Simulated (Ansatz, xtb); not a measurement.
**Isomers of C4H4O2S in order of energy**

4 gas-phase structures of C4H4O2S, from a drawn sample of its isomers (lower ones may exist). Each was relaxed with GFN2-xTB; where two conformers were screened, the lower at r2SCAN-D4/def2-SVP is listed:

A. `OC#CS/C=C/O`, a singlet
B. `OC#CS/C=C\O`, a singlet
C. `O=CCSC#CO`, a singlet
D. `O=C=CSCC=O`, a singlet

Make a reasoned guess at their ranking by r2SCAN-D4/def2-SVP single-point energy.

Calculated order at r2SCAN-D4/def2-SVP: D (0.0), C (35.4), B (44.3), A (46.4) kcal/mol.

Energies above the lowest of each column, in kcal/mol; the last columns are at PBE-D3(BJ)/def2-SVP geometries and were run for some of them only (a dash: not run or not comparable):

```
structure  GFN2-xTB  HF/STO-3G  r2SCAN-D4/def2-SVP  PBE-D3(BJ)/def2-SVP  CCSD(T)/def2-SVP + ΔMP2/def2-TZVPP
        D       0.0        0.0                 0.0                  0.0                                 0.0
        C      19.3       18.8                35.4                 35.5                                31.5
        B      21.4       30.4                44.3                 40.3                                37.3
        A      21.5       30.1                46.4                    –                                   –
```

Every level run on D puts it lowest or level with the lowest. Flexible structures stand in one conformer each, not always the lowest. Frequencies (GFN2-xTB) were run for C, D alone. The ΔMP2 step shifts differences by up to 4.4 kcal/mol, which makes them less sure. ΔMP2 is the change of the MP2 energy from the smaller to the larger basis.

Over these structures GFN2-xTB departs from r2SCAN-D4/def2-SVP by 8.0 kcal/mol on average once a common shift is removed. A GFN2-xTB relaxation took about 0.19 s and the r2SCAN-D4/def2-SVP energy about 2.4 s on a shared host (Ansatz 0.2.0, xtb 6.7.1).
